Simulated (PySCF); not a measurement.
The scaffold HS-X carries different groups X. All species are isolated molecules in the gas phase. One relaxed conformer stands for each flexible species; it need not be the lowest. Strings in code marks are SMILES.

Quantity: vertical ionisation energy (energy after one electron is removed minus that of the parent at the parent's geometry), in eV.

Case: `NS`. Geometry of `NS` (neutral, multiplicity 1, Å):

```xyz
5

N     -0.5356     0.1171    -0.2031
S      0.9227    -0.2958     0.6088
H     -1.0143     0.8674     0.2763
H     -1.1428    -0.6870    -0.2834
H      1.7706    -0.0036    -0.3970
```

Task: What vertical ionisation energy (energy after one electron is removed minus that of the parent at the parent's geometry) does B3LYP/6-31G* // B3LYP-D3(BJ)/def2-TZVP (PySCF) give?

Result: 9.73 eV.
